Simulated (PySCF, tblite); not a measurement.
Isomers of C5H10SSi, one GFN2-xTB conformer each. Single-point energies are computed at PBE0/pcSseg-1 (PySCF, gas phase, no added dispersion term), electronic only.

```tsv
SMILES	GFN2-xTB relative energy (kcal/mol)
C/C=C(/[SiH3])C(C)=S	0.0
C[SiH2]S[C@]12C[C@H]1C2	7.7
```

Conformers: `[CH3:1]/[CH:2]=[C:3](/[SiH3:4])[C:5]([CH3:6])=[S:7]` with C2–C3–C5–C6 136°; `[CH3:1][SiH2:2][S:3][C@:4]12[CH2:5][C@H:6]1[CH2:7]2` with C1–Si2–S3–C4 -65°, Si2–S3–C4–C5 -94°.

**Question.** What does PBE0/pcSseg-1 give for the same structures?

**Answer.** 
| SMILES | PBE0/pcSseg-1 E (Eh) | PBE0/pcSseg-1 (kcal/mol) | GFN2-xTB (kcal/mol) | point group |
| --- | --- | --- | --- | --- |
| C/C=C(/[SiH3])C(C)=S | -883.63350 | 0.0 | 0.0 | C1 |
| C[SiH2]S[C@]12C[C@H]1C2 | -883.63291 | 0.4 | 7.7 | C1 |

Both levels put the same isomer lowest. As drawn, the lower has a C=S bond and a C=C bond outside aromatic rings, which the higher lacks; the higher has a three-membered ring, which the lower lacks. Neighbours under 2.5 kcal/mol apart (C/C=C(/[SiH3])C(C)=S and C[SiH2]S[C@]12C[C@H]1C2) can change places with a better method, another conformer or zero-point energy.

**Question.** Which frontier levels, dipoles and rotational constants go with these structures?

**Answer.** 
```csv
SMILES,"HOMO (eV, PBE0/pcSseg-1)",LUMO (eV),dipole (D),"A, B, C (MHz)"
C/C=C(/[SiH3])C(C)=S,-6.17,-2.23,2.47,"2044, 1418, 975.7"
C[SiH2]S[C@]12C[C@H]1C2,-6.77,0.70,1.39,"3146, 1169, 1036"
```

**Question.** What happens when harmonic zero-point energies from GFN2-xTB frequencies are added?

**Answer.** 
| SMILES | ZPE (kcal/mol) | electronic (kcal/mol) | with ZPE (kcal/mol) |
| --- | --- | --- | --- |
| C/C=C(/[SiH3])C(C)=S | 79.7 | 0.0 | 0.0 |
| C[SiH2]S[C@]12C[C@H]1C2 | 81.7 | 0.4 | 2.4 |

The zero-point energies span 2.0 kcal/mol. The order is unchanged.
